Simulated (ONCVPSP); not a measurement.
**hydrogen (H): variants of one ONCV potential**

Base potential:

| Quantity | Value |
| --- | --- |
| Element | H |
| Generator | ONCVPSP 4.0.1 |
| Type | optimised norm-conserving Vanderbilt (ONCV) |
| Functional | PBE |
| Relativity | scalar-relativistic |
| Frozen core | none |
| Valence charge | 1 |
| Reference configuration | 1s1 |
| Partial waves | 1s: rc 0.90 bohr, ncon 3, nbas 7, qcut 6.5 1/bohr, 2 projectors, debl 2.9 Ha; p scattering state at 0.29 Ha: rc 0.85 bohr, ncon 4, nbas 8, qcut 8.2 1/bohr, 1 projector |
| Local potential | polynomial inside 0.60 bohr (lpopt 5, dvloc0 0 Ha) |
| Core correction | none |

All-electron outer shells of the reference configuration (PBE, scalar-relativistic, ld1.x):

```tsv
shell	level (eV)	outermost node (bohr)	outermost maximum (bohr)
1s	-6.49	–	1.03
```

Cutoffs, loose and tight: the cutoffs (Ha) at which the residual kinetic energy of the hardest occupied pseudo-wave falls to 1 and 0.1 mHa per electron. They do not see the model core or the augmentation charge, which bear on the density cutoff. Test errors are all-electron minus pseudo excitation energies from the reference, over the configurations 1s0.5. A dash means not determined; rows that change the core or the reference have their own tests.

| change | outcome | cutoff, loose | cutoff, tight | bound ghosts | GHOST(+) flags above zero |
| --- | --- | --- | --- | --- | --- |
| base | generated | 17 Ha | 49 Ha | none | none |
| s: qcut 4 | generated | 41 Ha | 164 Ha | none | none |
| s: qcut 4.7 | generated | 27 Ha | 156 Ha | none | none |
| s: qcut 5.5 | generated | 17 Ha | 140 Ha | none | none |
| s: qcut 7.4 | generated | 18 Ha | 27 Ha | none | none |
| s: qcut 8.3 | generated | 19 Ha | 29 Ha | none | none |
| s: qcut 9.1 | generated | 21 Ha | 31 Ha | none | none |
| s: qcut 9.8 | generated | 22 Ha | 33 Ha | none | none |

Task: What comes out with this change to the base: s: qcut 6.9?

Result: outcome: generated; cutoff, loose: 18 Ha; cutoff, tight: 33 Ha; bound ghosts: none; GHOST(+) flags above zero: none.

Task: What comes out with this change to the base: s: qcut 6.1?

Result: outcome: generated; cutoff, loose: 17 Ha; cutoff, tight: 87 Ha; bound ghosts: none; GHOST(+) flags above zero: none.

Reading the sweep of the qcut of the s channel (base included, trends over the rows without a ghost): The loose cutoff is not monotonic: lowest 17 Ha at 6.1 1/bohr, highest 41 Ha at 4 1/bohr.
